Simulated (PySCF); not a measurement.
Correlation energy of S⁺ (sulfur, charge +1)

[Ne] 3s2 3p3, high-spin 4S determinant. Computed with PySCF 2.14 in x2c-SVPall (4s3p1d, 18 functions), with scalar relativity by spin-free X2C-1e. Frozen: [Ne]; 5 electrons correlated.

MP2 pair energies summed by pair of shells (mhartree):

```json
{"pair": "3s-3p", "energy": "-44.03", "share (%)": "64.4"}
{"pair": "3p-3p", "energy": "-16.25", "share (%)": "23.8"}
{"pair": "3s-3s", "energy": "-8.07", "share (%)": "11.8"}
```

Total MP2 correlation energy: -68.36 mhartree.

Same-spin part -18.38 and opposite-spin part -49.97 mhartree; SCS-MP2 scales them by 1/3 and 6/5 to -66.10 mhartree.

| level | correlation energy (mhartree) |
| --- | --- |
| CCSD | -86.66 |
| (T) | -0.95 |
| CCSD(T) | -87.61 |

Diagnostics: T1 = 0.0031, D1 = 0.0062, largest double amplitude 0.062.

Question: Is a single reference adequate?

Answer: Yes: T1 lies below 0.03 and no double amplitude reaches 0.07.
